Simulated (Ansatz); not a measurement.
`[SiH3][O][Mg][Cl]` + `[SiH3]N[SiH3]` → `[SiH3][N]([SiH3])[Mg][Cl]` + `O[SiH3]`  (ligand exchange at a Mg–O bond)

Calculated with Ansatz (gas phase, PBE0-D4/def2-TZVP geometries, no zero-point term in ΔE). CCSD(T)/CBS adds triple-zeta CCSD(T) − MP2 to the extrapolated MP2 energy (def2 sets, frozen cores). This one scheme is used for every species. Functionals use def2-TZVPP. HSE06 is defined as in plane-wave codes. For Mg outer-core shells are correlated without core-valence functions, which leaves a few kJ/mol of doubt a bond. Each species was taken in one conformer, which may not be the lowest.

(1) Is it downhill or uphill in electronic energy at CCSD(T)/CBS, and by how much? (Estimate.)

(2) What do these levels give: PBE-D4, BLYP-D4, BHLYP-D4, ωB97M-V, BLYP, PBE0, HSE06, MP2/def2-SVP, SCS-MP2/def2-TZVPP, CCSD/def2-TZVPP, SCS-MP2/def2-QZVPP, HF/CBS(def2)? (An estimate is asked.)

Largest T1 diagnostic among the species: 0.011.

Results:

(1) Ansatz gave: Uphill: ΔE = +14.0 kcal/mol.

(2) Computed: PBE-D4 12.6, BLYP-D4 14.5, BHLYP-D4 15.6, ωB97M-V 14.4, BLYP 16.0, PBE0 13.9, HSE06 13.8, MP2/def2-SVP 16.8, SCS-MP2/def2-TZVPP 14.6, CCSD/def2-TZVPP 14.5, SCS-MP2/def2-QZVPP 14.9, HF/CBS(def2) 18.2 kcal/mol.

Leaving LDA and LC-ωPBE aside and taking each functional with its dispersion term where it has one, the values, not all of them listed here, spread over 3.6 kcal/mol, from revPBE-D4 to CAM-B3LYP-D4. At CCSD(T), def2-SVP lies +2.4 kcal/mol from the extrapolated value and def2-TZVPP −0.3 kcal/mol.
